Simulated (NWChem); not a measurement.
Species: C2H8Si2; SMILES C(=C/[SiH3])/[SiH3]

```xyz
12

Si     1.8089    -0.1341     0.4262
C      0.6704     0.0958    -1.0607
C     -0.6744     0.1543    -1.0684
Si    -1.8141     0.0223     0.4154
H      1.5513    -1.4311     1.1242
H      3.2189    -0.1335    -0.0681
H      1.6533     0.9741     1.4179
H      1.1823     0.1919    -2.0300
H     -1.1702     0.2940    -2.0412
H     -1.0168    -0.1648     1.6649
H     -2.7451    -1.1363     0.2489
H     -2.6416     1.2616     0.5419
```
Atoms are numbered in this order, from 1.

Level: PBE0/def2-SVP (NWChem), optimised geometry, unscaled harmonic frequencies. 

List the harmonic frequencies with IR intensities, and the thermochemistry.


```csv
frequency (cm⁻¹),IR intensity (km/mol)
49,0.0
124,0.0
142,0.2
271,0.0
332,0.2
514,0.5
580,1.0
652,91.9
670,1.1
699,35.7
755,143.5
782,39.7
903,249.2
933,52.0
942,165.2
945,34.3
948,29.2
949,89.3
1040,0.5
1166,2.6
1332,2.6
1654,0.1
2227,39.0
2228,39.8
2230,165.0
2230,90.5
2238,138.6
2243,78.3
3118,4.0
3140,9.9
```

| Item | Value |
|---|---|
| zero-point energy | 51.5 kcal/mol |
| thermal correction to the enthalpy at 298.15 K (with zero-point energy) | 56.6 kcal/mol |
| heat capacity Cv | 24.9 cal/(mol K) |
| entropy at 298.15 K and 1 atm (symmetry number 1) | 82.9 cal/(mol K) |
| dipole moment | 0.78 D |

Rigid rotor and harmonic oscillator; modes under 100 cm⁻¹ make the entropy uncertain.
